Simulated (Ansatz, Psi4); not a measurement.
The Ansatz (a program for electronic structure) input:
Ansatz 0.2 input:
```yaml
crystal:
  periodic: [false, false, false]
  atoms:
    - {symbol: Cl, position_ang: [2.23083293, 0.17830076, 0.00166627]}
    - {symbol: C, position_ang: [0.50565329, 0.04041467, 0.00037769]}
    - {symbol: C, position_ang: [-0.27011462, 1.18803954, 0.01931055]}
    - {symbol: C, position_ang: [-1.64922549, 1.07045173, 0.01816171]}
    - {symbol: C, position_ang: [-2.24493585, -0.17942795, -0.00167681]}
    - {symbol: C, position_ang: [-1.45823275, -1.31881734, -0.02048276]}
    - {symbol: C, position_ang: [-0.07795243, -1.21585902, -0.01957054]}
    - {symbol: H, position_ang: [0.20129330, 2.15822886, 0.03470485]}
    - {symbol: H, position_ang: [-2.25874719, 1.96145975, 0.03286497]}
    - {symbol: H, position_ang: [-3.32098418, -0.26543181, -0.00248054]}
    - {symbol: H, position_ang: [-1.91846938, -2.29532648, -0.03598506]}
    - {symbol: H, position_ang: [0.54159475, -2.09885305, -0.03414996]}
basis:
  gaussian:
    orbitals: STO-3G
magnetization: {spin_polarized: false}
correlation: {method: mp2, electrons: outside_noble_gas}
accuracy: high
```

### Question
Give the equivalent Psi4 input.

### Answer
This is not unique; one that fits is 
```
memory 2 GB

molecule mol {
0 1
  Cl    2.230833    0.178301    0.001666
  C     0.505653    0.040415    0.000378
  C    -0.270115    1.188040    0.019311
  C    -1.649225    1.070452    0.018162
  C    -2.244936   -0.179428   -0.001677
  C    -1.458233   -1.318817   -0.020483
  C    -0.077952   -1.215859   -0.019571
  H     0.201293    2.158229    0.034705
  H    -2.258747    1.961460    0.032865
  H    -3.320984   -0.265432   -0.002481
  H    -1.918469   -2.295326   -0.035985
  H     0.541595   -2.098853   -0.034150
}

set basis sto-3g
set reference rhf
set freeze_core true
set mp2_type conv
set scf_type pk
set puream true
set d_convergence 1e-8

energy('mp2')
print_variables()
```

Both were run: Ansatz gave -682.245658 Eh and Psi4 -682.245658 Eh, 0.000 mEh apart.
